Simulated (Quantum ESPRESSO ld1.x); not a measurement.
Species: S3+. Configuration: [Ne] 3s2 3p1 (the NIST ground configuration). Calculated with ld1.x of Quantum ESPRESSO 7.5: scalar-relativistic Kohn-Sham, LDA (Slater exchange, Perdew-Zunger correlation), spin-polarised, spherical densities, point nucleus; open shells are filled with parallel spins first. Some entries of the table are withheld. Estimate them.

| orbital | occ. | eigenvalue (eV) | <r^2> (bohr^2) | <r> (bohr) |
|---|---|---|---|---|
| 1s up | 1 | -2440.475 | 0.01270 | 0.09715 |
| 1s down | 1 | -2440.255 | 0.01270 | 0.09714 |
| 2s up | 1 | -252.501 | 0.2741 | 0.4799 |
| 2s down | 1 | -252.255 | 0.2737 | 0.4796 |
| 2p up | 3 | -198.419 | 0.2438 | 0.4417 |
| 2p down | 3 | -198.113 | 0.2433 | 0.4414 |
| 3s up | 1 | -52.886 | 2.630 | 1.517 |
| 3s down | 1 | -51.522 | 2.651 | 1.522 |
| 3p up | 1 | -40.992 | 3.160 | 1.653 |
| 3p down | 0 | -39.688 | 3.211 | 1.665 |
| 3d up | 0 | -24.683 | (1) | (2) |
| 3d down | 0 | -23.574 | (3) | (4) |
| 4s up | 0 | -19.153 | 13.30 | (5) |
| 4s down | 0 | -18.770 | 13.69 | (6) |
| 4p up | 0 | -15.615 | 16.73 | 3.842 |
| 4p down | 0 | -15.315 | 17.28 | 3.905 |

Answer. 
(1) 3d up <r^2> (bohr^2): 4.558
(2) 3d up <r> (bohr): 1.965
(3) 3d down <r^2> (bohr^2): 4.768
(4) 3d down <r> (bohr): 2.006
(5) 4s up <r> (bohr): 3.434
(6) 4s down <r> (bohr): 3.485
